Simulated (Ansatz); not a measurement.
Ru₂Pt₂. Total charge 0; quintet. Geometry r2SCAN-D4/def2-SVP.

```xyz
4

Pt    1.5626   -0.8134   -1.1632
Pt   -1.0206    1.4364    1.1637
Ru    0.1883   -0.7234    0.9338
Ru   -0.7304    0.1004   -0.9343
```

In the def2 sets Pt, Ru take a core potential; there is no spin–orbit coupling. At PBE-D4/def2-TZVP, r2SCAN-D4/def2-TZVP, PBE0-D4/def2-TZVP the charge 0 quintet is spin-contaminated (final ⟨S²⟩ up to 6.73, 6.00 for a pure state). The structure comes from a short search, and lower isomers may exist.

(1) Estimate the α-spin orbital energies around the gap (eV) in Ansatz with PBE-D4/def2-TZVP, r2SCAN-D4/def2-TZVP, PBE0-D4/def2-TZVP.

## Answers

(1) 
```tsv
orbital	PBE-D4/def2-TZVP	r2SCAN-D4/def2-TZVP	PBE0-D4/def2-TZVP
HOMO−5	-5.32	-5.55	-6.57
HOMO−4	-5.31	-5.50	-6.44
HOMO−3	-5.14	-5.46	-6.35
HOMO−2	-5.01	-5.27	-6.31
HOMO−1	-4.94	-5.13	-5.96
HOMO	-4.80	-4.99	-5.58
LUMO	-4.34	-4.01	-3.10
LUMO+1	-3.95	-3.90	-3.07
LUMO+2	-3.42	-3.28	-2.65
LUMO+3	-2.81	-2.60	-2.01
LUMO+4	-1.55	-1.34	-0.83
LUMO+5	-0.75	-0.48	-0.07
β HOMO	-4.50	-4.49	-5.49
β LUMO	-4.11	-3.83	-2.94
```
